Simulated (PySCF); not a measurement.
# C₆ coefficients of unlike pairs at PBE0

Calculated with PySCF 2.14 from the dipole response of each species, C₆(A,B) = (3/π) ∫ α_A(iu) α_B(iu) du, in atomic units, from isotropic polarisabilities. For ions this is the dispersion term alone; charge-induced terms of lower order in 1/R come first.

```csv
species,configuration,basis,relativity,α (bohr³),C₆ (like pair)
Ni+,[Ar] 3d9 (2D),"aug-cc-pVTZ with one added diffuse shell each of s, p, d, f, g type (9s8p6d4f3g)",none,7.972,27.30
Be+,[He] 2s1 (2S),aug-cc-pVQZ-DK (6s5p4d3f2g),spin-free X2C,22.34,60.52
Mn(2+),[Ar] 3d5 (6S),"x2c-QZVPPall with one added diffuse shell each of s, p, d, f, g type (12s8p6d5f3g)",spin-free X2C,3.857,11.32
C,[He] 2s2 2p2 (3P),aug-cc-pwCVTZ (7s6p4d2f),none,12.54,50.41
```

Problem. Estimate C₆ for Be+ with Ni+.

Solution. The integral gives 33.14. The combination rule 2 C_A C_B / (C_A α_B/α_A + C_B α_A/α_B) gives 33.68 and the geometric mean 40.65.

No spin-orbit coupling is included.

The other pairs:

```
       pair     C₆
     C, Ni+  35.98
Mn(2+), Ni+  17.24
     C, Be+  49.54
  C, Mn(2+)  21.65
Mn(2+), Be+  18.22
```
